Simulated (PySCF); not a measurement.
Ga(F)2(SeH) (F₂GaHSe), SMILES [F][Ga]([F])[SeH]. Coordinates come from a B3LYP-D3(BJ)/def2-SVP optimisation. Other conformers were not sampled.

Method: B3LYP-D3(BJ)/def2-SVP run with PySCF 2.14.0.

Harmonic wavenumbers (cm⁻¹): 109, 162, 184, 235, 300, 648, 694, 736, 2407. Rotational constants (GHz): 5.961, 1.483, 1.188; symmetry number 1.

Task: Work out the zero-point energy and the ideal-gas rigid-rotor harmonic-oscillator thermochemistry at 298.15 K and 1 atm.

Result: ZPE = ½ Σ hcν = ½ × 5476 cm⁻¹ = 32.75 kJ/mol. H − E(el) = 51.08 kJ/mol. Entropy in J/(mol K): translation 174.03, rotation 116.39, vibration 51.49, total 341.91. G − E(el) = -50.86 kJ/mol. Cp = 82.17 J/(mol K). Modes under 150 cm⁻¹ make the vibrational entropy uncertain.
